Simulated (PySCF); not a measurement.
Sn (SMILES [Sn-]), charge -1, quartet (all electrons, no relativity) (in this run its highest filled SCF level lies above zero, so its values depend strongly on the basis, on diffuse functions most of all); PySCF with B3LYP/3-21G.

PySCF was given this input:
```python
from pyscf import gto, scf, dft

mol = gto.M(
    atom='''
Sn    0.000000    0.000000    0.000000
''',
    basis='3-21g',
    charge=-1,
    spin=3,
    verbose=4,
)

mf = dft.UKS(mol)
mf.xc = 'b3lyp'
mf.kernel()
```

Output, abridged:

```
PySCF version 2.14.0

[INPUT] verbose = 4
[INPUT] num. atoms = 1
[INPUT] num. electrons = 51
[INPUT] charge = -1
[INPUT] spin (= nelec alpha-beta = 2S) = 3
[INPUT] symmetry False subgroup None
[INPUT] Mole.unit = angstrom
[INPUT] Symbol           X                Y                Z      unit          X                Y                Z       unit  Magmom
[INPUT]  1 Sn     0.000000000000   0.000000000000   0.000000000000 AA    0.000000000000   0.000000000000   0.000000000000 Bohr   0.0

nuclear repulsion = 0
number of shells = 13
number of NR pGTOs = 81
number of NR cGTOs = 31
basis = 3-21g
ecp = {}

******** <class 'pyscf.dft.uks.UKS'> ********
method = UKS
initial guess = minao
damping factor = 0
level_shift factor = 0
DIIS = <class 'pyscf.scf.diis.CDIIS'>
diis_start_cycle = 1
diis_space = 8
diis_damp = 0
SCF conv_tol = 1e-09
SCF conv_tol_grad = None
SCF max_cycles = 50
direct_scf = True
direct_scf_tol = 1e-13
number electrons alpha = 27  beta = 24
XC library pyscf.dft.libxc version 7.1.2
    S. Lehtola, C. Steigemann, M. J. T. Oliveira, and M. A. L. Marques,  SoftwareX 7, 1–5 (2018)
XC functionals = b3lyp
    P. J. Stephens, F. J. Devlin, C. F. Chabalowski, and M. J. Frisch,  J. Phys. Chem. 98, 11623 (1994)
radial grids:
    Treutler-Ahlrichs [JCP 102, 346 (1995); DOI:10.1063/1.469408] (M4) radial grids

becke partition: Becke, JCP 88, 2547 (1988); DOI:10.1063/1.454033
pruning grids: <function nwchem_prune>
grids dens level: 3
symmetrized grids: False
atomic radii adjust function: <function treutler_atomic_radii_adjust>
small_rho_cutoff = 0
Set gradient conv threshold to 3.16228e-05
tot grids = 21960
init E= -5985.82945306402

cycle= 1 E= -5998.8004090309  delta_E=  -13  |g|= 0.134  |ddm|= 1.05
cycle= 2 E= -5998.82004607105  delta_E= -0.0196  |g|= 0.0588  |ddm|= 0.803
cycle= 3 E= -5998.82434309764  delta_E= -0.0043  |g|= 0.00132  |ddm|= 0.243
cycle= 4 E= -5998.82434720222  delta_E= -4.1e-06  |g|= 0.00015  |ddm|= 0.00898
cycle= 5 E= -5998.82434725558  delta_E= -5.34e-08  |g|= 1.18e-06  |ddm|= 0.00115
cycle= 6 E= -5998.82434725559  delta_E= -7.28e-12  |g|= 1.28e-07  |ddm|= 6.35e-06
Extra cycle  E= -5998.8243472556  delta_E= -9.09e-12  |g|= 4.97e-08  |ddm|= 7.91e-07
converged SCF energy = -5998.8243472556  <S^2> = 3.7504196  2S+1 = 4.0002098
```
